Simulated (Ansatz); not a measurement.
Basis sets compared for Pb5⁺. The state is a doublet with charge 1. Geometry r2SCAN-D4/def2-SVP. Ansatz on 4 threads of Arm Neoverse V1 on a shared host; times are rough, and most runs start from earlier orbitals.

Cartesian coordinates in Å:
```
Pb 0.126 -1.829 0.786
Pb -0.866 0.710 1.843
Pb 2.292 0.069 -0.235
Pb -0.142 1.842 -0.752
Pb -1.410 -0.792 -1.643
```

In the def2 sets Pb takes a core potential; there is no spin–orbit coupling. Another isomer (doublet) lies 0.05 eV lower at r2SCAN-D4/def2-TZVP; other spin states weren't run for this one.

```json
{"level": "PBE-D4/def2-SVP", "functions": "130", "energy (Eh)": "-964.4773", "HOMO (eV)": "-8.87", "LUMO (eV)": "-8.62", "wall time": "5.5 s"}
{"level": "PBE0-D4/def2-SVP", "functions": "130", "energy (Eh)": "-964.3083", "HOMO (eV)": "-9.51", "LUMO (eV)": "-8.03", "wall time": "9.5 s"}
```

Question: Estimate the rows for PBE-D4/def2-TZVP (with forces), PBE0-D4/def2-TZVP.

Answer: 
```json
{"level": "PBE-D4/def2-TZVP (with forces)", "functions": "250", "energy (Eh)": "-964.5118", "HOMO (eV)": "-8.79", "LUMO (eV)": "-8.53", "wall time": "12 s"}
{"level": "PBE0-D4/def2-TZVP", "functions": "250", "energy (Eh)": "-964.3366", "HOMO (eV)": "-9.43", "LUMO (eV)": "-7.92", "wall time": "1.8 min"}
```
